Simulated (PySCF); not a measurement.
Identify the unknown among the candidates.

All candidates are C6H7F.

* Dipole: 1.69 D [CAM-B3LYP/def2-SVPD]
* UV, first state: lowest singlet excitation: 6.48 eV (191 nm, f = 0.127) [TDDFT CAM-B3LYP/def2-SVPD]
* Rotational structure: rotational constants A, B, C: 4.777, 2.810, 2.199 GHz [GFN2-xTB]
* Triplet: lowest triplet excitation (Tamm–Dancoff): 4.16 eV [TDA CAM-B3LYP/def2-SVPD]
* Polarisability: 63.5 au [CAM-B3LYP/def2-SVPD]

The electronic properties come from PySCF, for the isolated species, density fitting. Levels stand in brackets. Isolated species at its GFN2-xTB geometry, gas phase.

Question: Which candidate is it?
A. `C=C1C(F)=C1CC`
B. `C=C=C(C)C(=C)F`
C. `F[C@@]12CC=C[C@@H]1C2`
D. `C=C[C@@H]1C=C[C@H]1F`
E. `C=CCC1=C(F)C1`

Answer: C. It is `F[C@@]12CC=C[C@@H]1C2`. Numbering: `[F:1][C@@:2]12[CH2:3][CH:4]=[CH:5][C@@H:6]1[CH2:7]2`. Its formula, C6H7F, gives 3 degrees of unsaturation: 2 rings and 1 π bond in the structure found. The optimised geometry has point group C1 and is an asymmetric top.

The others, at the same levels:
- `C=C[C@@H]1C=C[C@H]1F` fails: its computed static isotropic polarisability is 69.1 au (against 63.5 au), smallest rotational constant is 1.531 GHz (against 2.199 GHz) and dipole moment is 1.95 D (against 1.69 D).
- `C=C1C(F)=C1CC` fails: its computed lowest singlet excitation is 5.25 eV (236 nm, f = 0.014) (against 6.48 eV), static isotropic polarisability is 72.1 au (against 63.5 au) and rotational constant A is 3.438 GHz (against 4.777 GHz).
- `C=C=C(C)C(=C)F` fails: its computed lowest singlet excitation is 5.60 eV (221 nm, f = 0.001) (against 6.48 eV), lowest triplet excitation (Tamm–Dancoff) is 3.44 eV (against 4.16 eV) and static isotropic polarisability is 80.2 au (against 63.5 au).
- `C=CCC1=C(F)C1` fails: its computed lowest singlet excitation is 6.27 eV (198 nm, f = 0.036) (against 6.48 eV), lowest triplet excitation (Tamm–Dancoff) is 4.39 eV (against 4.16 eV) and static isotropic polarisability is 70.5 au (against 63.5 au).

Each candidate is one conformer, not necessarily the lowest. The conformers computed, where there is a choice (atom-mapped SMILES and torsion angles):
- `[CH2:1]=[CH:2][C@@H:3]1[CH:4]=[CH:5][C@H:6]1[F:7]`: C1–C2–C3–C4 -133°
- `[CH2:1]=[C:2]1[C:3]([F:4])=[C:5]1[CH2:6][CH3:7]`: C3–C5–C6–C7 118°
- `[CH2:1]=[C:2]=[C:3]([CH3:4])[C:5](=[CH2:6])[F:7]`: C2–C3–C5–C6 180°
- `[CH2:1]=[CH:2][CH2:3][C:4]1=[C:5]([F:6])[CH2:7]1`: C1–C2–C3–C4 -116°, C2–C3–C4–C5 -86°

The conformers of `F[C@@]12CC=C[C@@H]1C2` aren't listed.
